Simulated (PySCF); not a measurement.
Compound: (Cl)3Hf-S-SiH3 (singlet state).
Bonds: Hf1–Cl2, Hf1–Cl3, Hf1–Cl4, Hf1–S5, S5–Si6. Hydrogens: H7, H8, H9 on Si6.

Level of theory: PBE0-D3(BJ)/def2-SVP geometry optimisation, gas phase, def2 core potentials past Kr in PySCF 2.14.0.

(1) List the bond lengths, angles and torsions at this level.

Answers

(1) 
```tsv
bond	length (pm)
Hf1–Cl2, Hf1–Cl3	234.0
Hf1–Cl4	232.2
Hf1–S5	243.0
S5–Si6	213.4
Si6–H7	151.7
Si6–H8, Si6–H9	148.6
```

Bonds in one row agree within 1 pm and their mean is given. A selection of angles:
```tsv
angle	degrees
Cl2–Hf1–Cl3	114.5
Cl2–Hf1–Cl4	106.4
Cl2–Hf1–S5	114.1
Cl3–Hf1–S5	112.0
Cl4–Hf1–S5	103.2
Hf1–S5–Si6	84.8
S5–Si6–H7	103.3
S5–Si6–H8	112.5
S5–Si6–H9	112.4
H7–Si6–H8	107.7
H8–Si6–H9	112.7
```

Torsions: Cl2–Hf1–S5–Si6 -68° (synclinal).

Hf1 (hafnium bonded to 3 Cl and S) is distorted tetrahedral (angles from 103.2° to 114.5°). Si6 (silicon bonded to S and 3 H) is distorted tetrahedral (angles from 103.3° to 112.7°). The Cl–Hf distances run from 2.322 Å (Hf1–Cl4) to 2.343 Å (Hf1–Cl2), a spread of 0.021 Å. Of the pairs four or more bonds apart, Cl3···H7 is among the closest relative to their van der Waals radii: 2.94 Å, 100 % of the sum of Bondi's values.

Point group: near Cs, missed by 0.18 Å at most; the miss may be what the optimiser left on a soft mode. Not checked by PBE0-D3(BJ)/def2-SVP frequencies. The optimiser warned: forces and energy converged, displacements not (flat surface).
